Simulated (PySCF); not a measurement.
## Excitation energy of Ga by level of theory

Ga [Ar] 3d10 4s2 4p1 (2P) → Ga [Ar] 3d10 4s2 5s1 (2S), as a difference of total energies. Calculation: PySCF 2.14, in aug-cc-pVQZ-PP with one added diffuse shell each of s, p, d, f, g type with ECP10MDF (8s7p6d4f3g, 114 functions); scalar relativity through the core potential. Correlated levels: valence: 3s2 3p6 3d10 frozen. The calculations carry no spin-orbit coupling.

```csv
method,excitation energy (eV),error (eV)
UHF,2.816,-0.189
LDA,2.932,-0.073
PBE,2.872,-0.133
PBE0,2.942,-0.063
r2SCAN,3.150,+0.145
TPSSh,2.984,-0.021
MN15,2.985,-0.020
B3LYP,2.948,-0.057
MP2 (valence),2.924,-0.081
SCS-MP2 (valence),2.925,-0.080
```

Reference: 3.005 eV (measured; NIST levels, between the centres of gravity of the two terms).

Errors of the correlated levels include the incompleteness of this basis and the frozen core.
